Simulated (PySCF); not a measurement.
## Core-level binding energies of BeMeBr

Species: BeMeBr, CH3BeBr.
Geometry (PBE0-D3(BJ)/def2-SVP, Å), atoms numbered from 1 in this order:
```
atom  x, y, z in Å
Be1   -0.0082    0.0067   -0.9902
C2     0.0025   -0.0003    0.6780
H3    -0.4435    0.9173    1.0998
H4     1.0277   -0.0742    1.0813
H5    -0.5665   -0.8526    1.0888
Br6   -0.0120    0.0031   -2.9577
```

Computed, not measured: PySCF 2.14.0, delta-SCF UKS SCAN, pcX-2 on the ionised atom, pcseg-1 elsewhere, spin-free X2C. Each binding energy is the total energy of the core-ionised species, with the hole localised on one atom, minus that of the ground state; both are solved self-consistently, so orbital relaxation is included.

Give the core binding energies atom by atom.

| atom(s) | environment | level | binding energy (eV) | count |
| --- | --- | --- | --- | --- |
| Be1 | beryllium bonded to Br and C | Be 1s | 121.14 | 1 |
| C2 | carbon bonded to Be and 3 H | C 1s | 290.02 | 1 |

Which effective nuclear charge Zeff reproduces each element's mean 1s value in the hydrogen-like formula E = 13.606 eV × Zeff²?

Be (Z = 4): mean 121.1 eV, Zeff = 2.98, Z − Zeff = 1.02; C (Z = 6): mean 290.0 eV, Zeff = 4.62, Z − Zeff = 1.38. Means run over the listed sites, weighted by atom count.

No level of bromine is listed. Geometry: PBE0-D3(BJ)/def2-SVP; no solvent, vibrations or thermal averaging.
